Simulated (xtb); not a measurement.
C3H7O (SMILES [CH2-]OCC), charge -1, singlet, from a rough starting geometry; GFN2-xTB run with xtb.

xtb was given this input:
```
$ xtb mol.xyz --gfn 2 --chrg -1 --opt vtight --json

# file mol.xyz
11

O      0.04806696    -1.07327308     0.03116678
C      0.03801491     0.29812808     0.02137349
C      1.36305757    -1.61786449     0.00850600
C     -1.36530732     0.77262995    -0.02982092
H      0.63801863     0.70880929     0.88068307
H      0.61037182     0.71213598    -0.90616048
H      1.93694655    -1.26949157    -0.83960874
H      1.91370058    -1.35049050     0.89012935
H     -1.88482655     0.43772878    -0.91117270
H     -1.85625748     0.42185686     0.91078148
H     -1.44365545     1.85706248     0.00157233
```

It wrote (shortened):

```
   ID    Z sym.   atoms
    1    8 O      1
    2    6 C      2-4
    3    1 H      5-11

           -------------------------------------------------
          |                Calculation Setup                |
           -------------------------------------------------

           -------------------------------------------------
          |                 G F N 2 - x T B                 |
           -------------------------------------------------

          ...................................................
          :                      SETUP                      :
          :.................................................:
          :  # basis functions                  23          :
          :  # atomic orbitals                  23          :
          :  # shells                           15          :
          :  # electrons                        26          :
          :  max. iterations                   250          :
          :  Hamiltonian                  GFN2-xTB          :
          :  restarted?                      false          :
          :  GBSA solvation                  false          :
          :  PC potential                    false          :
          :  electronic temp.          300.0000000     K    :
          :  accuracy                    1.0000000          :
          :  -> integral cutoff          0.2500000E+02      :
          :  -> integral neglect         0.1000000E-07      :
          :  -> SCF convergence          0.1000000E-05 Eh   :
          :  -> wf. convergence          0.1000000E-03 e    :
          :  Broyden damping             0.4000000          :
          :  net charge                         -1          :
          :  unpaired electrons                  0          :
          ...................................................

 iter      E             dE          RMSdq      gap      omega  full diag
   1    -14.1575041 -0.141575E+02  0.493E+00    9.89       0.0  T
   2    -14.2657777 -0.108274E+00  0.270E+00    7.49       1.0  T
   3    -14.2668525 -0.107477E-02  0.145E+00    7.32       1.0  T
   4    -14.2671364 -0.283903E-03  0.173E-01    6.93       1.0  T
   5    -14.2671962 -0.597581E-04  0.101E-01    6.96       1.0  T
   6    -14.2672001 -0.396901E-05  0.149E-02    6.99       2.0  T
   7    -14.2672007 -0.520617E-06  0.456E-03    6.99       6.6  T
   8    -14.2672007 -0.270024E-07  0.248E-03    6.99      12.2  T
   9    -14.2672007 -0.583710E-08  0.486E-04    6.99      62.1  T
  10    -14.2672007 -0.162744E-09  0.242E-04    6.99     124.4  T

   *** convergence criteria satisfied after 10 iterations ***

         :::::::::::::::::::::::::::::::::::::::::::::::::::::
         ::                     SUMMARY                     ::
         :::::::::::::::::::::::::::::::::::::::::::::::::::::
         :: total energy             -14.123471788423 Eh    ::
         :: gradient norm              0.095542771019 Eh/a0 ::
         :: HOMO-LUMO gap              6.985254134199 eV    ::
         ::.................................................::
         :: SCC energy               -14.267199524964 Eh    ::
         :: -> isotropic ES            0.166922268167 Eh    ::
         :: -> anisotropic ES          0.000164540511 Eh    ::
         :: -> anisotropic XC          0.001489160521 Eh    ::
         :: -> dispersion             -0.006073642898 Eh    ::
         :: repulsion energy           0.143727736541 Eh    ::
         :: add. restraining           0.000000000000 Eh    ::
         :: total charge              -1.000000000000 e     ::
         :::::::::::::::::::::::::::::::::::::::::::::::::::::

      -----------------------------------------------------------
     |                   =====================                   |
     |                        A N C O P T                        |
     |                   =====================                   |
     |               Approximate Normal Coordinate               |
[...]
 * total energy  :   -14.1234718 Eh     change       -0.8384404E-10 Eh
 * total energy  :   -14.1349927 Eh     change       -0.1152093E-01 Eh
 * total energy  :   -14.1366809 Eh     change       -0.1688180E-02 Eh
 * total energy  :   -14.1368221 Eh     change       -0.1411681E-03 Eh
 * total energy  :   -14.1368508 Eh     change       -0.2877192E-04 Eh
 * total energy  :   -14.1368667 Eh     change       -0.1584700E-04 Eh
 * total energy  :   -14.1368723 Eh     change       -0.5607219E-05 Eh
 * total energy  :   -14.1368735 Eh     change       -0.1181994E-05 Eh
 * total energy  :   -14.1368738 Eh     change       -0.3690418E-06 Eh
 * total energy  :   -14.1368740 Eh     change       -0.1663125E-06 Eh
 * total energy  :   -14.1368741 Eh     change       -0.1051767E-06 Eh
 * total energy  :   -14.1368742 Eh     change       -0.7384895E-07 Eh
   *** GEOMETRY OPTIMIZATION CONVERGED AFTER 12 ITERATIONS ***
         :: total energy             -14.136874184173 Eh    ::
[...]
        10        2.0000           -0.2090595              -5.6888
        11        2.0000           -0.2061411              -5.6094
        12        2.0000           -0.1453145              -3.9542
        13        2.0000           -0.0469351              -1.2772 (HOMO)
        14                          0.2401936               6.5360 (LUMO)
        15                          0.2848653               7.7516
        16                          0.3013435               8.2000
        17                          0.3093116               8.4168
        18                          0.3390821               9.2269
        19                          0.3559997               9.6872
        20                          0.3965581              10.7909
        21                          0.3999209              10.8824
        22                          0.4092534              11.1364
        23                          0.4649175              12.6510
      -------------------------------------------------------------
                  HL-Gap            0.2871287 Eh            7.8132 eV
             Fermi-level            0.0966293 Eh            2.6294 eV

     #   Z          covCN         q      C6AA      α(0)
     1   8 O        1.693    -0.422    21.269     6.227
     2   6 C        3.683     0.145    18.434     6.148
     3   6 C        2.681    -0.191    32.991     9.399
     4   6 C        3.749    -0.094    22.368     6.745
     5   1 H        0.920    -0.044     3.953     3.109
     6   1 H        0.920    -0.044     3.958     3.111
     7   1 H        0.913    -0.188     9.938     4.931
     8   1 H        0.913    -0.188     9.937     4.931
     9   1 H        0.925     0.018     2.767     2.601
    10   1 H        0.925     0.018     2.767     2.601
    11   1 H        0.924    -0.009     3.214     2.804

 Mol. C6AA /au·bohr⁶  :       1203.662891
 Mol. C8AA /au·bohr⁸  :      23502.349343
 Mol. α(0) /au        :         52.607844

Wiberg/Mayer (AO) data.
largest (>0.10) Wiberg bond orders for each atom

 ---------------------------------------------------------------------------
     #   Z sym  total        # sym  WBO       # sym  WBO       # sym  WBO
 ---------------------------------------------------------------------------
     1   8 O    1.982 --     2 C    1.047     3 C    0.846
     2   6 C    3.986 --     1 O    1.047     4 C    0.993     5 H    0.955
                             6 H    0.955
     3   6 C    2.807 --     7 H    0.950     8 H    0.950     1 O    0.846
     4   6 C    3.995 --     2 C    0.993    10 H    0.990     9 H    0.990
                            11 H    0.990
     5   1 H    0.998 --     2 C    0.955
     6   1 H    0.998 --     2 C    0.955
     7   1 H    0.965 --     3 C    0.950
     8   1 H    0.965 --     3 C    0.950
     9   1 H    1.000 --     4 C    0.990
    10   1 H    1.000 --     4 C    0.990
    11   1 H    1.000 --     4 C    0.990
 ---------------------------------------------------------------------------

Topologies differ in total number of bonds
Writing topology from bond orders to xtbtopo.mol

molecular dipole:
                 x           y           z       tot (Debye)
 q only:       -1.881       2.206      -0.019
   full:       -1.841       3.149      -0.019       9.271
molecular quadrupole (traceless):
                xx          xy          yy          xz          yz          zz
 q only:       -3.001       7.844      -2.371      -0.073       0.076       5.372
  q+dip:       -0.927      11.138      -8.070      -0.080       0.106       8.997
   full:       -0.353      10.589      -8.201      -0.075       0.102       8.554

optimized geometry written to: xtbopt.xyz

           -------------------------------------------------
          | TOTAL ENERGY              -14.136874184173 Eh   |
          | GRADIENT NORM               0.000051940334 Eh/α |
          | HOMO-LUMO GAP               7.813169967516 eV   |
           -------------------------------------------------
```
